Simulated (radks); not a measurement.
Spherical quantum dot in the effective-mass picture: electrons in a parabolic well V = omega^2 r^2 / 2 with omega = 0.788, with a point charge +2 (a donor) at the centre, all in effective atomic units (hartree* = m*/eps^2 hartree, bohr* = eps/m* bohr), one dielectric constant everywhere. Method: non-relativistic Kohn-Sham, LDA (Slater exchange, Perdew-Wang correlation), spin-polarised, spherical densities; computed with a radial shooting solver with Libxc functionals. Levels are named by radial order and angular momentum (1s, 1p, 1d, 2s, ...), and open shells are averaged over m. Results are scaled to m* = 0.151 and eps = 17.8, for which hartree* = 12.97 meV and bohr* = 6.238 nm.

N = 14, configuration 1s2 1p6 1d(up 4, down 0) 2s2. This is the lowest configuration that the search found. Occupied and some empty levels:

level,occupation,eigenvalue (meV),<r> (nm)
1s up,1,72.407,6.254
1s down,1,72.663,6.089
1p up,3,84.386,13.10
1p down,3,85.226,13.01
2s up,1,86.137,13.37
2s down,1,86.906,13.47
1d up,4,91.056,15.46
1d down,0,91.969,15.48
1f up,0,97.982,17.14
2p up,0,98.628,14.98
1f down,0,98.869,17.22
2p down,0,99.210,15.05
1g up,0,105.33,18.56
1g down,0,106.15,18.67

Energy (meV): total 661.666, kinetic 163.68, external 21.870, Hartree 553.42, exchange-correlation -77.297.
